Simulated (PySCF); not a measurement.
Ligand exchange on a metal centre used in film growth or etching (Cd Br-H). Gas-phase values, no solvent.

Computed with PBE-D3(BJ)/def2-TZVP // PBE-D3(BJ)/def2-SVP run with PySCF. All candidates: neutral, multiplicity 1. 

```
Item             Result
-------------  --------
dipole moment    0.00 D
LUMO           -1.39 eV
HOMO–LUMO gap   5.29 eV
```

**Question.** Say which member has these values.
A. [Cd(Br)2]
B. [Cd(H)2]
C. [Cd(Br)(H)]

**Answer.** B, [Cd(H)2]. The others give [Cd(Br)(H)]: 2.09 D, -1.86 eV, 4.98 eV; [Cd(Br)2]: 0.00 D, -3.25 eV, 3.90 eV
